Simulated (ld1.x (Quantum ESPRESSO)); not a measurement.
Transferability test, PAW potential for cobalt

cobalt, PAW, made with ld1.x (Quantum ESPRESSO) 7.5 (PBE, scalar-relativistic). Core [Ar], reference 3d7 4s1 4p0 (charge +1). Waves: 4s (bound): rcut 2.00, rcutus 2.20 bohr; 4s channel at -0.4 Ry: rcut 2.00, rcutus 2.20 bohr; 4p (bound, empty): rcut 2.30, rcutus 2.85 bohr; 4p channel at 4.35 Ry: rcut 2.30, rcutus 2.85 bohr; 3d (bound): rcut 0.75, rcutus 0.85 bohr; 3d channel at -0.6 Ry: rcut 0.75, rcutus 0.85 bohr. Local part: all-electron potential smoothed inside 2.05 bohr (lloc = -1). Core correction: a·sin(br)/r model core, default radius (ld1.x builds one for every PAW set, though the input has nlcc=.false.). Augmentation charge: PSQ, inside the norm-conserving radii.

Energies are relative to the spin-unpolarised reference configuration 3d7 4s1 4p0; without spin polarisation the order of configurations can differ from experiment. The frozen-core shift is the all-electron ΔE with the core orbitals held at their reference shape minus the fully relaxed ΔE.

**Question.** Give the all-electron excitation energy and the error of the potential for: 3d7 4s2 4p0; 3d7 4s0 4p0; 3d6 4s0 4p0; 3d7 4s0 4p2; 3d7.5 4s1.5 4p0; 3d6 4s2 4p0; 3d6 4s2 4p1.

**Answer.**

```csv
valence configuration,charge,ΔE all-electron (eV),error AE − PS (meV),frozen-core shift (meV)
3d7 4s2 4p0,0,-9.030,+5.8,+0.5
3d7 4s0 4p0,+2,16.786,+16,+4.0
3d6 4s0 4p0,+3,52.656,-361,+257
3d7 4s0 4p2,0,-0.052,+2.7,+0.2
3d7.5 4s1.5 4p0,0,-9.991,-22,+16
3d6 4s2 4p0,+1,6.152,-150,+172
3d6 4s2 4p1,0,0.630,-133,+175
```
